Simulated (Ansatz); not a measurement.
Species: AgH, charge 0, multiplicity 1. 
Structure (B3LYP-D3(BJ)/def2-TZVP (Ansatz, an electronic-structure program) minimum search):
SMILES: [AgH]
```xyz
2

Ag     0.0000     0.0000    -0.0337
H      0.0000     0.0000     1.5853
```
Charge 0, spin multiplicity 1.

Quantity: atomisation energy (electronic, to ground-state atoms), in eV. Valence correlation only, unless marked. Open shells are spin-unrestricted. Spin-orbit coupling is left out. Frozen are the shells of the preceding noble gas and the d and f shells that filled before the atom's block. Past Kr the def2 sets carry scalar-relativistic core potentials. The coupled-cluster limit lacks core correlation, which all-electron functionals hold. Basis-set limits of correlation are two-point, X^-3; Hartree-Fock from the larger set.

The T1 diagnostic of CCSD in the largest basis is 0.030, which is high, so the coupled-cluster rows are less sure than usual.

```json
[
 {"level": "B97M-V/def2-TZVPD", "program": "Ansatz", "atomisation energy (eV)": "…"},
 {"level": "PBE0-D4/def2-TZVP", "program": "Ansatz + dftd4", "atomisation energy (eV)": "2.26"},
 {"level": "SCS-MP2/def2-SVP", "program": "Ansatz", "atomisation energy (eV)": "2.05"},
 {"level": "CCSD(T)/CBS(def2-TZVPPD,def2-QZVPPD)", "program": "Ansatz", "atomisation energy (eV)": "2.34"}
]
```

Question: Some entries are withheld; supply them.

Answer: 
- B97M-V/def2-TZVPD, atomisation energy (eV): 2.41
